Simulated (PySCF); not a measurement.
**Electron correlation in Ar⁺ (argon, charge +1)**

[Ne] 3s2 3p5, 2P determinant. Calculation: PySCF 2.14, in aug-cc-pwCVDZ; the non-relativistic Hamiltonian (point nucleus). Frozen: [Ne]; 7 electrons correlated.

| level | correlation energy (mhartree) |
| --- | --- |
| CCSD | -147.51 |
| (T) | -2.20 |
| CCSD(T) | -149.71 |
| CCSDT | -150.05 |

Diagnostics: T1 = 0.0058, D1 = 0.0208, largest double amplitude 0.047.

Cost of the coupled-cluster step: about 0.8 core-seconds, for 7 correlated electrons.

Iterations:

```
CC2 = 0
CCSD nocc = (np.int64(4), np.int64(3)), nmo = (31, 31)
frozen orbitals [[0, 1, 2, 3, 4], [0, 1, 2, 3, 4]]
max_cycle = 100
direct = 0
conv_tol = 1e-08
conv_tol_normt = 1e-06
diis_space = 8
diis_start_cycle = 0
Init t2, MP2 energy = -0.127924190573402
Init E_corr(UCCSD) = -0.127924190595545
cycle = 1  E_corr(UCCSD) = -0.14332715989954  dE = -0.0154029693  norm(t1,t2) = 0.0334813
cycle = 2  E_corr(UCCSD) = -0.14621847232247  dE = -0.00289131242  norm(t1,t2) = 0.0108607
cycle = 3  E_corr(UCCSD) = -0.147539792266464  dE = -0.00132131994  norm(t1,t2) = 0.00436778
cycle = 4  E_corr(UCCSD) = -0.147507044466704  dE = 3.27477998e-05  norm(t1,t2) = 0.000448253
cycle = 5  E_corr(UCCSD) = -0.147508284297967  dE = -1.23983126e-06  norm(t1,t2) = 9.53289e-05
cycle = 6  E_corr(UCCSD) = -0.147508825958659  dE = -5.41660692e-07  norm(t1,t2) = 2.17876e-05
cycle = 7  E_corr(UCCSD) = -0.147508758239351  dE = 6.77193077e-08  norm(t1,t2) = 6.07336e-06
cycle = 8  E_corr(UCCSD) = -0.147508762226833  dE = -3.98748218e-09  norm(t1,t2) = 1.33105e-06
cycle = 9  E_corr(UCCSD) = -0.147508757822778  dE = 4.40405548e-09  norm(t1,t2) = 2.62911e-07
UCCSD converged
E(UCCSD) = -526.4094347211017  E_corr = -0.1475087578227776
UCCSD(T) correction = -0.0022027383923544
```
